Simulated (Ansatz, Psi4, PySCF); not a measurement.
F2Zn (SMILES [F][Zn][F]), singlet, at a GFN2-xTB geometry (such geometries of metal compounds can be far from the true shape). Base run: CAMB3LYP/def2-TZVP (PySCF).

Input for PySCF:
```python
from pyscf import gto, scf, dft

mol = gto.M(
    atom='''
Zn    0.111785    0.219616    0.226068
F    -0.393948    0.700930   -1.310611
F     0.021333   -1.432982    0.557052
''',
    basis='def2-tzvp',
    charge=0,
    spin=0,
    verbose=4,
)

mf = dft.RKS(mol)
mf.xc = 'camb3lyp'
mf.kernel()
```

The same geometry, method and basis name were run in Ansatz (a first-principles code) and Psi4 and PySCF, at each program's defaults and at the settings that a row names. The base is PySCF at its defaults. Differences at the defaults can come from grids, fitting, cores and function types together.

| code and settings | ΔE vs base (mEh) | basis functions | E (Eh) | SCF cycles | dipole (D) |
|---|---|---|---|---|---|
| PySCF, defaults (exact integrals, its default grid, spherical functions) | 0.000 | 110 | -1979.25889 | 10 | 4.57 |
| Psi4, defaults (density fitting with its default set, its default grid, spherical functions) | -0.011 | 110 | -1979.25891 | 10 | 4.57 |
| Ansatz, defaults (factorised integrals, its default grid, spherical functions) | 0.044 | 110 | -1979.25885 | - | - |
| PySCF, density fitting with def2-universal-jkfit | -0.035 | 110 | -1979.25893 | 10 | 4.57 |
| PySCF, fine grid | 0.009 | 110 | -1979.25889 | 10 | 4.57 |
| Psi4, exact integrals, spherical functions, fine grid | 0.014 | 110 | -1979.25888 | 13 | 4.57 |
| Ansatz, high accuracy | 0.011 | 110 | -1979.25888 | - | - |
